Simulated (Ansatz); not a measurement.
Reaction (atomization): `[NH2][Zn][B](F)Cl` → B• + Cl• + F• + 2 H• + N• + Zn (atom)

Isolated molecules relaxed with PBE0-D4/def2-TZVP in Ansatz; ΔE leaves out vibrations. CCSD(T)/CBS is the MP2 limit (def2-TZVPP, def2-QZVPP) plus CCSD(T) − MP2 in def2-TZVPP, frozen cores. This one scheme is used for every species, atoms too. For atomizations the MP2-based limit and the directly extrapolated one differ by several kJ/mol either way, and by 10 to 25 for some Ge, Se and Sn compounds, so smaller differences from it don't rank the levels. DFT in def2-TZVPP. Open shells (•) are unrestricted, without spin–orbit coupling. Spin–orbit coupling would lower the free atoms: a little for B, Cl, F. Bonds to Zn are less sure, by a few kJ/mol each and by 10 to 20 or more in all where they break to atoms, as the def2 sets lack core-valence functions. Scalar relativity is left out up to krypton. Each species was taken in one conformer, which may not be the lowest.

`[NH2][Zn][B](F)Cl`:

Cartesian coordinates in Å:
```
N -0.686 1.284 -1.357
Zn 0.010 0.132 -0.147
B 0.758 -1.246 1.172
F 2.046 -1.434 1.390
Cl -0.323 -2.277 2.119
H -1.662 1.533 -1.377
H -0.143 2.009 -1.799
```

CCSD(T)/CBS gives +23.33 eV.

(1) Another level gave +23.62 eV. Which?
A. ωB97X-V/def2-TZVPP
B. CCSD/def2-TZVPP
C. BLYP/def2-TZVPP
D. CCSD(T)/def2-TZVPP

Largest T1 diagnostic among the species: 0.017.

Answers

(1) A. ωB97X-V 23.62, BLYP 23.09, CCSD(T)/def2-TZVPP 22.56, CCSD/def2-TZVPP 22.05 eV.

From BLYP to BHLYP (50 % exact exchange), in def2-TZVPP and without D4, ΔE moves by −0.98 eV: exact exchange takes away binding that semilocal exchange gives to molecules. In def2-TZVPP, CCSD(T) changes the Hartree–Fock value by +6.45 eV (the triples alone add +0.51 eV) and MP2 by +7.51 eV; breaking electron pairs costs correlation energy, which Hartree–Fock lacks. At CCSD(T), def2-SVP lies −1.72 eV from the extrapolated value and def2-TZVPP −0.77 eV: correlation converges slowly with the basis, and small sets miss more of it in the bonded molecule than in its fragments.
